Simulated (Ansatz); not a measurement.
`[CH3][AlH][B](F)[GeH3]` at its PBE0-D4/def2-TZVP geometry, where that method's forces vanish. The species carries charge 0 and has multiplicity 1.

```xyz
12

C    -0.3782   -0.0055   -2.1054
Al   -1.1181   -1.0587   -0.6357
B    -0.3778   -0.6301    1.3801
F    -0.8532   -1.2857    2.4308
Ge    1.0967    0.8199    1.7305
H    -0.7613   -0.2905   -3.0874
H    -0.5916    1.0597   -1.9579
H     0.7143   -0.0901   -2.1307
H    -2.2188   -2.1821   -0.9035
H     0.6118    2.1727    1.1655
H     2.3579    0.4545    0.9174
H     1.5184    1.0359    3.1963
```

Q: What forces (eV/Å) does r2SCAN-D4/def2-TZVPP give on these atoms in the Gaussian-basis code of Ansatz? (An estimate is asked.)

A: Ansatz gave: 
```
C1  -0.035 -0.045  0.024
Al2 -0.008 -0.006 -0.015
B3   0.068  0.098 -0.161
F4  -0.058 -0.085  0.166
Ge5  0.005  0.000  0.023
H6   0.023  0.025  0.006
H7   0.020 -0.010 -0.019
H8  -0.015  0.022 -0.014
H9   0.014  0.014 -0.001
H10  0.039 -0.055  0.021
H11 -0.052  0.035  0.034
H12 -0.002  0.007 -0.064
```
